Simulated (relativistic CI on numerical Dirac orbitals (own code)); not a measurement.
Slater and spin-orbit integrals, Ti

Computed by Dirac-Coulomb-Breit CI, separate exchange-only KLI orbitals for each configuration, a model potential for QED, valence Slater integrals scaled by 0.85, P86 correlation energy added to each configuration (own radial code, finite nucleus).

Slater integrals F^k, G^k are unscaled and averaged over j, outside the closed core [Ar]; ζ comes from projecting the Hamiltonian with its Breit term on Σ l·s of the shell.

- 3d2.4s2: F^2(3d,3d) = 57773, F^4(3d,3d) = 35546, ζ(3d) = 100.17 cm⁻¹; <r>(3d) = 1.602, <r^2>(3d) = 3.502 (bohr units).
- 3d3.4s: F^2(3d,3d) = 48032, F^4(3d,3d) = 29226, ζ(3d) = 73.971, G^2(3d,4s) = 13465 cm⁻¹; <r>(3d) = 1.894, <r^2>(3d) = 5.153, <r>(4s) = 3.705, <r^2>(4s) = 15.91 (bohr units).
- 3d2.4s.4p: F^2(3d,3d) = 59621, F^4(3d,3d) = 36767, ζ(3d) = 103.41, G^2(3d,4s) = 11510, F^2(3d,4p) = 11632, G^1(3d,4p) = 6180.4, G^3(3d,4p) = 4564.6, G^1(4s,4p) = 28310, ζ(4p) = 114.51 cm⁻¹; <r>(3d) = 1.555, <r^2>(3d) = 3.236, <r>(4s) = 3.493, <r^2>(4s) = 14.12, <r>(4p) = 4.836, <r^2>(4p) = 27.37 (bohr units).

**Question.** Give the Racah parameters of the d shell in 3d2.4s2.

**Answer.** B = F²/49 − 5F⁴/441 = 776 cm⁻¹ and C = 35F⁴/441 = 2821 cm⁻¹; values fitted to spectra at such low charge are typically 15 to 30 % smaller.

In this model ζ of a weakly bound d, f or g electron outside closed shells comes out too small, for d by up to a factor of two or three and at times with the wrong sign; that of an outer p electron is too small as well.

For a near-neutral ion this model can misplace configurations by up to about 10,000 cm⁻¹ (more where the count of f electrons changes) and terms by 10 to 25 % of their spread. Rates follow the energies as ν³ (E1, M1) or ν⁵ (E2), so they and the lifetimes can be off by large factors. The fine structure of a lone outer electron comes out too small, for d and f at times inverted, and misplaced configurations move strength between like terms. 57 of the 77 excited levels that our extract of the measured tables holds in this range could be paired (the sources list more); they are missed by 1776 cm⁻¹ on average and 3013 at most, and levels without a partner can miss by more.

Averages of the first 10 configurations, taken without configuration mixing, which lowers the lowest level and can move excited configurations by several eV; other configurations of the list can lie among them:

```tsv
Configuration	Parity	States	Average energy above the lowest level (eV)
3d2.4s2	even	45	1.3
3d3.4s	even	240	2.8
3d2.4s.4p	odd	540	3.4
3d3.4p	odd	720	5.1
3d4	even	210	6.3
3d2.4s.4d	even	900	6.1
3d.4s2.4p	odd	60	5.1
3d3.4d	even	1200	6.8
3d2.4s.5s	even	180	5.4
3d2.4s.5p	odd	540	6.1
```
